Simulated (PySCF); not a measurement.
Species: C6H6O2.
InChI=1S/C6H6O2/c1-5-3-2-4-6(7)8-5/h2-4H,1H3

Linear response at CAM-B3LYP/def2-SVPD (PySCF, frozen core in the response, non-relativistic). Isolated species at its PBE0-D3(BJ)/def2-SVP geometry, gas phase.

Static isotropic polarisability: 78.26 au (11.60 Å³), principal values 48.2, 85.9, 100.7 au.

**Question.** What is the polarisability at 1064 nm and at the sodium D line?

**Answer.** 79.37 au at 1064 nm (+1.4 %), 82.26 au at 589.3 nm (+5.1 %). The rise at 589.3 nm is 3.60 times that at 1064 nm; a pure ω² law gives 3.26. The lowest singlet lies at 274 nm, shorter than both wavelengths.

**Question.** What is the isotropic C6 coefficient between two such molecules, C6 = (3/π)∫α(iω)² dω?

**Answer.** 2365 au (Eh·bohr⁶) by a ten-point quadrature over imaginary frequencies, which is 1410 eV·Å⁶ or 136 J·nm⁶/mol.

**Question.** Which effective excitation energy ω̄ makes London's formula C6 = (3/4)α²ω̄ exact here?

**Answer.** ω̄ = 4·C6/(3α²) = 0.515 Eh = 14.0 eV. A one-pole form α(ω) = α/(1 − ω²/ω̄²) fitted to the 1064 nm value gives 9.8 eV.

**Question.** How many electrons N does the Slater–Kirkwood formula C6 = (3/4)·√N·α^(3/2) need to give this C6?

**Answer.** N = (4·C6/3)²/α³ = 20.7; the species has 58 electrons in all.

**Question.** What does −C6/R⁶ come to at R = 12 Å between centres?

**Answer.** -46 J/mol. This is the leading, orientation-averaged term; C8 and higher terms are left out.

**Question.** What three-body coefficient follows from the one-pole estimate C9 = (3/4)·α·C6?

**Answer.** 139000 au. This is an estimate from the two numbers above, not a computed integral.

**Question.** How anisotropic is the static polarisability, by Δα² = ½[(α1 − α2)² + (α2 − α3)² + (α3 − α1)²]?

**Answer.** Δα = 46.9 au, or 0.60 of the isotropic value.

**Question.** The lowest 6 singlets have (eV, f): 4.53, 0.185; 5.15, 0.000; 6.33, 0.143; 6.35, 0.000; 6.65, 0.001; 7.14, 0.002. What share of the static polarisability do they carry in the sum over states α = Σ f/ω²?

**Answer.** 9.39 au, 12.0 % of α; the largest term, 6.69 au, is that of the state at 4.53 eV. Their oscillator strengths add up to 0.33. Higher states carry the rest.

**Question.** What molar refraction at the D line follows from R = (4π/3)·N_A·α′, with α′ the polarisability volume?

**Answer.** α′ = 12.19 Å³ gives R = 30.75 cm³/mol, for isolated, non-vibrating species.
